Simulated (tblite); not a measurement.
Run record: tight-binding relaxation, `C[CH](C)[GeH2][N](C)C`.

Computed with GFN2-xTB geometry optimisation, gas phase (tblite 0.8.0). Start geometry: from a force field or distance geometry. A driver script takes a list of jobs; this job's settings line and coordinates (Å) are shown.

Command:
```bash
OMP_NUM_THREADS=1 python probes_run.py task.json out
```

Input:
```
{"job": {"kind": "relax", "xc": "GFN2-xTB", "basis": "xTB"}, "charge": 0, "multiplicity": 1}
C     -1.530100    -0.576600    -1.279100
C     -1.483300    -0.501000     0.202700
C     -2.653300     0.343000     0.689100
Ge     0.081800     0.310000     0.956100
N      1.676400    -0.035400     0.204800
C      1.748300    -0.815500    -0.977200
C      2.730300     0.903900     0.437800
H     -2.588900    -0.554900    -1.638700
H     -1.079200    -1.558000    -1.595600
H     -0.947900     0.269100    -1.686900
H     -1.652000    -1.510200     0.693200
H     -3.120900    -0.047400     1.618300
H     -3.450700     0.434400    -0.074000
H     -2.233100     1.349800     0.879800
H     -0.199200     1.849500     1.041400
H      0.156300    -0.186100     2.463900
H      1.224900    -1.772500    -0.972900
H      1.528300    -0.250400    -1.919900
H      2.838500    -1.101900    -1.090800
H      3.475500     1.011100    -0.369900
H      3.218800     0.552600     1.398600
H      2.249200     1.905800     0.617700
```

Task: What does the run print?

Result: 
```
step      E/eV     max force
  0    -629.95134    2.715
  1    -630.27849    0.974
  2    -630.37894    0.685
  3    -630.43484    0.504
  4    -630.48244    0.537
  5    -630.51271    0.390
  6    -630.53323    0.334
  7    -630.55029    0.332
  8    -630.56621    0.347
  9    -630.57716    0.262
... (140 lines left out)
150    -631.00613    0.016
151    -631.00617    0.012
152    -631.00620    0.011
153    -631.00622    0.012
154    -631.00624    0.013
155    -631.00627    0.013
156    -631.00631    0.016
157    -631.00634    0.017
158    -631.00636    0.012
159    -631.00637    0.005
```

«max force» is the largest atomic force in eV/Å.

Task: From which step on does the largest force stay under 0.1 eV/Å, and how much energy is left to gain from there?

Result: From step 107 (0.070 eV/Å), 12.8 meV above the end.

Main results: energy lowered by 24.3 kcal/mol over 159 steps; largest atomic force 0.005 eV/Å at the end.

Task: Give the final coordinates.

Result: 0.777 Å rms from the input after alignment:
```
atom  x, y, z in Å
C1    -1.6326    0.0894   -1.4038
C2    -1.5181   -0.3887    0.0375
C3    -2.7834   -0.0671    0.8234
Ge4    0.0723    0.4438    0.9198
N5     1.5619    0.1493   -0.1134
C6     1.9108   -1.2027   -0.4895
C7     2.7366    0.9684    0.0852
H8    -2.4765   -0.3853   -1.9039
H9    -0.7249   -0.1426   -1.9578
H10   -1.7806    1.1680   -1.4312
H11   -1.3882   -1.4760    0.0354
H12   -2.6979   -0.4156    1.8516
H13   -3.6515   -0.5436    0.3690
H14   -2.9540    1.0080    0.8424
H15   -0.0109    1.9497    0.9721
H16    0.1871   -0.0257    2.3739
H17    1.0040   -1.7875   -0.6342
H18    2.4705   -1.1912   -1.4297
H19    2.5308   -1.7032    0.2662
H20    3.3120    1.0131   -0.8439
H21    3.3944    0.5814    0.8744
H22    2.4279    1.9773    0.3551
```

Task: Estimate the wall time. Hardware: one thread, Arm Neoverse N1 (aarch64), no GPU, shared host.

Result: About 2.2 s.
Labels such as C1 count atoms from 1, the log's own numbers from 0.
